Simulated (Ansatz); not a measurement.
Calculated with Ansatz (gas phase, PBE0-D4/def2-TZVP geometries, no zero-point term in ΔE). CBS: MP2 limit from def2 TZ/QZ plus the TZ coupled-cluster correction, frozen cores. Functionals use def2-TZVPP. B3LYP here is the variant with VWN-RPA as its local correlation; programs differ in this. def2 core potentials past Kr. For Mo outer-core shells are correlated without core-valence functions, which leaves a few kJ/mol of doubt a bond. One conformer a species, not always the lowest.

Reaction (substitution at a C–C bond): `CC1(C)CO1` + `C[N]=[Mo](=[O])([OH])[F]` → `C[N]=[Mo](=[O])([F])[O]C` + `CC1CO1`

```
             level  ΔE (kJ/mol)  difference from CCSD(T)/CBS
         r2SCAN-D4         61.5                         -3.3
          B3LYP-D4         54.5                        -10.3
           ωB97X-V         61.3                         -3.5
            B2PLYP         56.9                         -7.9
               PBE         57.4                         -7.4
              PBE0         61.1                         -3.7
             B3LYP         52.9                        -11.9
    MP2/def2-TZVPP         65.8                          1.0
SCS-MP2/def2-TZVPP         60.8                         -4.0
CCSD(T)/def2-TZVPP         61.7                         -3.1
     HF/def2-QZVPP         52.8                        -12.0
    MP2/def2-QZVPP         67.4                          2.6
SCS-MP2/def2-QZVPP         62.5                         -2.3
      HF/CBS(def2)         52.7                        -12.1
     MP2/CBS(def2)         68.9                          4.1
    CCSD/CBS(def2)         65.3                          0.5
       CCSD(T)/CBS         64.8                            0
```

Largest T1 diagnostic among the species: 0.022, so the coupled-cluster value is less sure than usual.

In def2-TZVPP, CCSD(T) changes the Hartree–Fock value by +8.6 kJ/mol (the triples alone add −0.5 kJ/mol) and MP2 by +12.7 kJ/mol. From PBE to PBE0 (25 % exact exchange), in def2-TZVPP and without D4, ΔE moves by +3.7 kJ/mol.
